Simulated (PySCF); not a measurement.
HO4S, charge -1.

```xyz
6

O      1.3029    -0.8241     0.0000
S     -0.1409     0.0563     0.0000
O      0.3645     1.4529     0.0000
O     -0.8159    -0.3626    -1.2401
O     -0.8159    -0.3626     1.2401
H      1.9701    -0.1289     0.0000
```
Charge -1, spin multiplicity 1.

Geometry: PBE0-D3(BJ)/def2-SVPD. One conformer was computed; it need not be the lowest.

Calculation: KT2/pcSseg-1 in PySCF. Non-relativistic, no solvent.

### Question
Give the absolute GIAO shielding of each atom: isotropic value and principal components (ppm). (Estimate from the structure and the level; the computed values follow.)

### Answer

| atom | σ(iso) | σ11 | σ22 | σ33 | span |
|---|---|---|---|---|---|
| O1 | 106.3 | 7.3 | 14.2 | 297.4 | 290.0 |
| S2 | 180.4 | 57.1 | 202.4 | 281.7 | 224.6 |
| O3 | 82.5 | -4.7 | 66.8 | 185.3 | 190.0 |
| O4 | 86.8 | 30.3 | 68.6 | 161.5 | 131.2 |
| O5 | 86.8 | 30.3 | 68.6 | 161.5 | 131.2 |
| H6 | 28.3 | 23.4 | 26.3 | 35.2 | 11.8 |
